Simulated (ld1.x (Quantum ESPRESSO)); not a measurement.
## Configuration tests for indium (TM)

ld1.x (Quantum ESPRESSO) 7.5 input, shortened:

```
&input
   title='In', zed=49., rel=1, dft='PBESOL', iswitch=3,
   config='[Kr] 4d10 5s2 5p1'
 /
 &inputp
   pseudotype=2, tm=.true., lloc=1,
   nlcc=.true.
 /
2
5S  1  0   2.00   0.00  2.05  2.05  0.0
5P  2  1   1.00   0.00  3.05  3.05  0.0
 &test
   configts(1)='5s2 5p1'
 /
```

Energies are relative to the spin-unpolarised reference configuration 5s2 5p1; without spin polarisation the order of configurations can differ from experiment.

```json
{"valence configuration": "5s2 5p0", "charge": "+1", "ΔE all-electron (eV)": "5.361", "error AE − PS (meV)": "-14"}
{"valence configuration": "5s2 5p0.5", "charge": "+0.5", "ΔE all-electron (eV)": "1.941", "error AE − PS (meV)": "-2.3"}
{"valence configuration": "5s1 5p1", "charge": "+1", "ΔE all-electron (eV)": "12.014", "error AE − PS (meV)": "-54"}
{"valence configuration": "5s1 5p2", "charge": "0", "ΔE all-electron (eV)": "5.877", "error AE − PS (meV)": "-18"}
{"valence configuration": "5s2 5p1.3", "charge": "-0.3", "ΔE all-electron (eV)": "-0.531", "error AE − PS (meV)": "-0.1"}
```

(1) What are ΔE and the potential's error for 5s1 5p0?

(2) What are ΔE and the potential's error for 5s0 5p3?

Levels in the configuration 5s0 5p3:

```tsv
level	all-electron (eV)	pseudo (eV)
5p	-3.853	-3.879
```

Answers

(1) ΔE = 24.638 eV all-electron; the error (AE − PS) is -207 meV.

(2) ΔE = 12.013 eV all-electron; the error (AE − PS) is -73 meV.
